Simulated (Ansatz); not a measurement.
The same path of AlClH₄N₂ (8 atoms, charge 0, multiplicity 1) was run 3 times with different band settings. Lost on the way: N3–H4. Made: N2–H4.

All numbers below come from RKS r2SCANh/def2-SVP (Ansatz 0.2.0).

Relaxed end points:

```xyz
8
Properties=species:S:1:pos:R:3
Al -0.303 0.282 0.262
N 0.919 1.074 -0.730
N -0.499 -1.466 0.367
H 0.059 -2.162 -0.111
Cl -1.607 1.497 1.387
H 1.601 0.616 -1.322
H 1.036 2.078 -0.786
H -1.205 -1.921 0.932
```

```xyz
8
Properties=species:S:1:pos:R:3
Al -0.771 0.104 0.537
N 0.823 0.447 -0.629
N -0.619 -1.571 0.594
H 1.081 -0.545 -0.714
Cl -1.577 2.028 0.922
H 0.656 0.830 -1.560
H 1.604 0.962 -0.223
H -1.197 -2.255 1.073
```

Common settings: spring 5.0 eV/Å²; optimiser quadratic models (default); force threshold 0.05 eV/Å; iteration limit 60; end points relaxed.

| run | movable images | climbing image | start path |
| --- | --- | --- | --- |
| 1 | 7 | yes | through a guess of the saddle point |
| 2 | 7 | yes | straight line |
| 3 | 1 | no | through a guess of the saddle point |

Question: What does each run give, and how far can it be trusted?

Answer: Run 1: converged after 17 iterations, highest image 2.442 eV above the first end. A vibrational analysis at the climbing image gives one clearly imaginary mode, 934i cm⁻¹: a first-order saddle point.
Run 2: converged after 14 iterations, highest image 2.442 eV above the first end. Another band between the same ends (7 images) ends at a top of the same energy, where a vibrational analysis finds 1 clearly imaginary mode.
Run 3: converged after 17 iterations, highest image 2.320 eV above the first end. The highest image is an end point: on this band no image between the ends rises above it. So few images can step over the top or miss a turn of the path.
The orbitals stay closed-shell, which can raise the energy where a bond breaks towards radicals; this wasn't checked here.
